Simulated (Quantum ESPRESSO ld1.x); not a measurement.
Problem. The mean radii <r> (bohr) of the occupied orbitals of an atom or ion are listed with their occupations. Calculated with ld1.x of Quantum ESPRESSO 7.5: scalar-relativistic Kohn-Sham, LDA (Slater exchange, VWN5 correlation), spin-polarised, spherical densities, point nucleus.

| orbital | occ. | <r> |
|---|---|---|
| 1s | 2 | 0.1039 |
| 2s | 2 | 0.5204 |
| 2p | 6 | 0.4837 |
| 3s | 2 | 1.667 |

Name the element and its charge. Open shells, if any, are filled with parallel spins first.

Solution. Z = 15, phosphorus, charge +3: P3+ in [Ne] 3s2. The 1s radius gives Z: for a bare nucleus <r> = (2 gamma + 1)/(2Z) with gamma = sqrt(1 - (Z/c)^2), 0.0996 bohr for Z = 15, and screening makes it slightly larger (0.1039 here). The occupations add up to 12, and the charge is Z minus that.
